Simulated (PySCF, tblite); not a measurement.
Isomers of C6H14O2Si, one GFN2-xTB conformer each. Single-point energies are computed at PBE0/pcSseg-1 (PySCF, gas phase, no added dispersion term), electronic only.

Task: Rank them by PBE0/pcSseg-1 energy, lowest first (kJ/mol).
A. `[CH3:1]/[CH:2]=[CH:3]/[CH2:4][Si:5]([OH:6])([OH:7])[CH2:8][CH3:9]` with C2–C3–C4–Si5 101°, C3–C4–Si5–O6 55°, C4–Si5–O6–H 62°, C4–Si5–O7–H 70°, C4–Si5–C8–C9 -58°
B. `[CH3:1][CH2:2][C:3]1([CH2:4][CH3:5])[CH2:6][O:7][SiH2:8][O:9]1` with C1–C2–C3–C4 -59°, C2–C3–C4–C5 -60°, C2–C3–C6–O7 140°, C3–C6–O7–Si8 -19°, C6–O7–Si8–O9 7°, O7–Si8–O9–C3 9°
C. `[CH3:1][CH2:2][C:3](=[O:4])[SiH2:5][O:6][CH:7]([CH3:8])[CH3:9]` with C1–C2–C3–O4 -2°, C2–C3–Si5–O6 -2°, C3–Si5–O6–C7 -179°, Si5–O6–C7–C8 156°
D. `[CH3:1][C:2]([CH3:3])([CH3:4])[CH2:5][C:6](=[O:7])[O:8][SiH3:9]` with C2–C5–C6–O7 77°, C5–C6–O8–Si9 175°
E. `[CH3:1][CH:2]([CH3:3])[Si:4]([OH:5])([OH:6])[CH:7]1[CH2:8][CH2:9]1` with C1–C2–Si4–O5 175°, C2–Si4–O5–H 62°, C2–Si4–O6–H 156°, C2–Si4–C7–C8 -151°

Result: A (0.0), E (27.0), B (75.5), D (106.1), C (181.1).

As drawn, the lowest has an O–H bond and a C=C bond outside aromatic rings, which the highest lacks; the highest has a C=O bond, which the lowest lacks. GFN2-xTB itself gives, in the same order: 161.7, 153.8, 0.0, 86.7, 216.9. GFN2-xTB puts CCC1(CC)CO[SiH2]O1 lowest instead; measured from each level's own lowest isomer, the values differ by up to 161.7 kJ/mol (C/C=C/C[Si](O)(O)CC: 161.7 against 0.0).

Task: Which frontier levels, dipoles and rotational constants go with these structures?

Result: 
```tsv
SMILES	HOMO (eV, PBE0/pcSseg-1)	LUMO (eV)	dipole (D)	A, B, C (MHz)
C/C=C/C[Si](O)(O)CC	-6.59	0.62	1.60	2528, 658.2, 622.5
CC(C)[Si](O)(O)C1CC1	-7.34	0.66	1.59	1657, 1082, 924.3
CCC1(CC)CO[SiH2]O1	-7.84	0.68	1.14	2074, 1100, 908.9
CC(C)(C)CC(=O)O[SiH3]	-7.98	-0.01	1.71	2821, 738.5, 693.7
CCC(=O)[SiH2]OC(C)C	-6.66	-0.86	3.60	2376, 663.3, 568.2
```

Task: What happens when harmonic zero-point energies from GFN2-xTB frequencies are added?

Result: 
| SMILES | ZPE (kJ/mol) | electronic (kJ/mol) | with ZPE (kJ/mol) |
| --- | --- | --- | --- |
| C/C=C/C[Si](O)(O)CC | 498.8 | 0.0 | 0.0 |
| CC(C)[Si](O)(O)C1CC1 | 504.7 | 27.0 | 32.9 |
| CCC1(CC)CO[SiH2]O1 | 504.6 | 75.5 | 81.3 |
| CC(C)(C)CC(=O)O[SiH3] | 489.8 | 106.1 | 97.2 |
| CCC(=O)[SiH2]OC(C)C | 491.4 | 181.1 | 173.7 |

The zero-point energies span 14.9 kJ/mol. The order is unchanged.
